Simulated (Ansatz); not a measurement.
A run for Ansatz (a program for electronic structure): U-CCSD(T)/cc-pVTZ on BBr2H (SMILES BrBBr), a point of a bond scan (R = 2.282 Å). The run froze 29 orbitals, filled d shells among them.

Ansatz 0.2 input:
```yaml
crystal:
  periodic: [false, false, false]
  atoms:
    - {symbol: B, position_ang: [-0.62320330, -0.38098068, -0.41274424]}
    - {symbol: H, position_ang: [-1.49972863, -0.91682382, -0.99326231]}
    - {symbol: Br, position_ang: [-0.26934095, 1.84922395, -0.74262910]}
    - {symbol: Br, position_ang: [0.46019644, -1.39690240, 0.77499068]}
basis:
  gaussian:
    orbitals: cc-pVTZ
correlation: {method: ccsd_t, electrons: outside_noble_gas}
scf: {omitted_lower_state_checks: [cluster_reference]}
magnetization: {spin_polarized: true, initial_magnetization: 0}
```

Program output:

```
WARN ansatz: RAYON_NUM_THREADS=2 ignored (pool sized by the plan → 2); use --threads N
Functional definition: HF
these checks for a lower state are left out or cut short: cluster_reference
integrals: 0.38 GiB planned
822 factors; integrals over basis functions are off by at most 9.7e-4 eV
mean field: 0.67 GiB planned
mean field evaluation 1: about -140687.7522 eV, gradient 1.3e1 eV
mean field evaluation 2: about -140687.7536 eV, gradient 1.3e1 eV
mean field evaluation 4: about -140689.1423 eV, gradient 1.7e0 eV
mean field evaluation 8: about -140689.1814 eV, gradient 8.2e-4 eV
mean field -140689.18141216 eV, -5170.2320543447 hartree, gradient 3.9e-6 eV, S^2 0.000000; 0 other end points of the search recorded, 0 dependent functions left out
29 core orbitals not correlated
reference -140689.18141216 eV, -5170.2320543447 hartree; 9, 9 occupied and 92, 92 virtual orbitals, 822 factors
second order -11.36053413 eV of doubles, -0.00000000 eV of singles
coupled cluster: 0.65 GiB planned
cycle   1  -11.97506272 eV  change   -6.1e-1 eV  update   8.9e-2
cycle   2  -12.25840813 eV  change   -2.8e-1 eV  update   2.7e-2
cycle   3  -12.34167998 eV  change   -8.3e-2 eV  update   1.7e-2
cycle   4  -12.33585529 eV  change    5.8e-3 eV  update   5.4e-3
cycle   5  -12.33361407 eV  change    2.2e-3 eV  update   2.4e-3
cycle   6  -12.33368176 eV  change   -6.8e-5 eV  update   8.1e-4
cycle   7  -12.33369974 eV  change   -1.8e-5 eV  update   2.9e-4
cycle   8  -12.33376793 eV  change   -6.8e-5 eV  update   1.0e-4
cycle   9  -12.33376820 eV  change   -2.6e-7 eV  update   4.2e-5
cycle  10  -12.33374621 eV  change    2.2e-5 eV  update   1.9e-5
perturbative correction -0.55847994 eV, -0.0205237593 hartree
Total energy: -140702.07363831 eV, -5170.7058349170 hartree
Checks for a lower state left out: cluster_reference
```

The run converged.

Cost: very roughly 16 core-seconds.
